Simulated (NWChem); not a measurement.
# CHClFNOSi; SMILES [Si@H](F)(Cl)N=C=O

Program: NWChem. Each level has its own optimisation; frequencies are unscaled. One conformer.

```csv
level,r C–O (Å),r C–N (Å),r N–Si (Å),r F–Si (Å),highest harmonic frequency (cm⁻¹),lowest (cm⁻¹),zero-point energy (kcal/mol),dipole (D)
Hartree-Fock/STO-3G,1.189,1.198,1.672,1.597,2895,48,19.7,2.58
B3LYP/3-21G,1.187,1.201,1.706,1.637,2422,72,17.5,2.16
PBE0/def2-SVP,1.163,1.200,1.695,1.609,2497,46,17.8,1.32
```
